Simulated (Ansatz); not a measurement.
Geometry optimisation, Ansatz, RKS B3LYP-D4/STO-3G.

Input:

```yaml
crystal:
  periodic: [false, false, false]
  atoms:
    - { symbol: Si, position_ang: [0.0, 0.0, 0.0] }
    - { symbol: H, position_ang: [0.0, 0.0, 1.46] }
    - { symbol: "N", position_ang: [1.7163, 0.0, -0.6061] }
    - { symbol: H, position_ang: [2.2145, -0.918, -0.7868] }
    - { symbol: H, position_ang: [2.2175, 0.918, -0.7783] }
    - { symbol: F, position_ang: [-0.7489, 1.2974, -0.5295] }
    - { symbol: F, position_ang: [-0.7489, -1.2974, -0.5295] }
basis:
  gaussian: { orbitals: STO-3G }
hamiltonian:
  xc: b3lyp
  dispersion: d4
relax:
  f_tol: 0.02
  max_steps: 40
```

Launched with:

```bash
$ ansatz run input.yaml --threads 1 --pin off --max-ram 2048MiB --backend cpu --events-out ev --progress --plain --runs-dir out
```

Q: Where does it end, and by what steps?

A: The forces met the threshold. The force dipped under the threshold on the way, but the program's further checks kept it going. Limits of this set-up: minimal basis. After 27 steps the energy has fallen by 0.466 eV; H4 moved furthest, 1.04 Å.

```
step  energy less start (eV)  largest force component (eV/Å)  accepted
   0                  0.0000                           4.050       yes
   1                 -0.2600                           2.049       yes
   2                 -0.3179                           0.310       yes
   3                 -0.3205                           0.043       yes
   4                 -0.3205                           0.006       yes
   5                 -0.3205                           0.009       yes
   6                 -0.3206                           0.068       yes
   7                 -0.3158                           0.765        no
   8                 -0.3210                           0.139       yes
   9                 -0.3324                           0.371       yes
  10                 -0.3402                           0.366       yes
  11                 -0.3029                           1.902        no
  12                 -0.3644                           0.217       yes
  13                 -0.3429                           1.234        no
  14                 -0.3711                           0.152       yes
  15                 -0.3748                           0.121       yes
  16                 -0.3802                           0.138       yes
  17                 -0.3896                           0.315       yes
  18                 -0.3940                           0.756       yes
  19                 -0.4383                           0.360       yes
  20                 -0.4257                           0.758        no
  21                 -0.4527                           0.160       yes
  22                 -0.4604                           0.175       yes
  23                 -0.4645                           0.104       yes
  24                 -0.4625                           0.215        no
  25                 -0.4647                           0.135       yes
  26                 -0.4639                           0.282        no
  27                 -0.4657                           0.015       yes
```

```xyz
7
Properties=species:S:1:pos:R:3
Si 0.060 -0.031 0.011
H 0.060 0.357 1.410
N 1.720 -0.186 -0.484
H 1.909 -0.238 -1.507
H 2.380 0.511 -0.080
F -0.784 1.044 -0.889
F -0.695 -1.458 -0.231
```

Run time: 21 s on 1 thread of Intel(R) Xeon(R) 6975P-C (Granite Rapids) (shared host), peak memory 0.13 GiB.
